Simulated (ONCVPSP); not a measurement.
# What one change does to a pseudopotential (Al (Z = 13), ONCV)

Al (Z = 13), optimised norm-conserving Vanderbilt (ONCV), made with ONCVPSP 4.0.1 (PBE, scalar-relativistic). Core [Ne], reference 3s1.75 3p1.25. Waves: 3s: rc 2.20 bohr, ncon 4, nbas 8, qcut 3.1 1/bohr, 2 projectors, debl 0.7 Ha; 3p: rc 2.05 bohr, ncon 5, nbas 9, qcut 3.7 1/bohr, 2 projectors, debl 0.4 Ha; d scattering state at 0.46 Ha: rc 2.05 bohr, ncon 4, nbas 8, qcut 4.5 1/bohr, 2 projectors, debl 1.6 Ha. Local part: polynomial inside 1.60 bohr (lpopt 4, dvloc0 4 Ha). Core correction: none.

All-electron outer shells of the reference configuration (PBE, scalar-relativistic, ld1.x):

```json
{"shell": "2s", "level (eV)": "-108.64", "outermost node (bohr)": "0.16", "outermost maximum (bohr)": "0.50"}
{"shell": "2p", "level (eV)": "-70.11", "outermost node (bohr)": "–", "outermost maximum (bohr)": "0.43"}
{"shell": "3s", "level (eV)": "-7.97", "outermost node (bohr)": "0.80", "outermost maximum (bohr)": "2.09"}
{"shell": "3p", "level (eV)": "-2.88", "outermost node (bohr)": "0.82", "outermost maximum (bohr)": "2.61"}
```

Change: local potential polynomial inside 1.60 bohr (lpopt 4, dvloc0 4.5 Ha).

Cutoffs: the cutoffs (Ha) at which the residual kinetic energy of the hardest occupied pseudo-wave falls to 1 and 0.1 mHa per electron; they do not see the model core or the augmentation charge, which bear on the density cutoff. Errors are all-electron minus pseudo energies relative to the spin-unpolarised reference configuration.

How do hardness, ghosts and transferability respond?

The potential gets neither clearly harder nor softer (4.9 Ha and 26 Ha → 4.9 Ha and 26 Ha); the bound ghost in p disappears; the lowest positive-energy flag moves from none to p at 8.6 eV; the errors of the 4 common tests hardly move. In the separable form a ghost depends on how the local part lies against the semilocal potential of the channel, so the choice of the local part can create or remove one.

```tsv
quantity	base	changed
cutoff, loose	4.9 Ha	4.9 Ha
cutoff, tight	26 Ha	26 Ha
bound ghosts	p	none
GHOST(+) flags under 300 eV	none	p at 8.6 eV
error for 3s2 3p1, meV [ΔE -1.27 eV]	+0.3	+0.3
error for 3s2 3p0, meV [ΔE 4.49 eV]	-2.8	-2.9
error for 3s1 3p0, meV [ΔE 23.72 eV]	+8.2	+8.1
error for 3s2 3p0.5, meV [ΔE 0.82 eV]	-0.2	-0.2
s: phases at 2.24 bohr within 0.05 rad from the reference energy up to (Ha; the scan ends near 5)	2.4	2.4
p: phases at 2.08 bohr within 0.05 rad from the reference energy up to (Ha; the scan ends near 5)	3.2	2.5
d: phases at 2.08 bohr within 0.05 rad from the reference energy up to (Ha; the scan ends near 5)	3.5	3.5
```

Base: The cutoffs count occupied waves only; projector 2 of the d channel, the hardest unoccupied one, needs 19 Ha at the loose tolerance. Changed file: The cutoffs count occupied waves only; projector 2 of the d channel, the hardest unoccupied one, needs 19 Ha at the loose tolerance. A true bound ghost makes a file unfit for plane-wave use even where its test errors are small: the radial tests pick states by their node count and pass the ghost by.
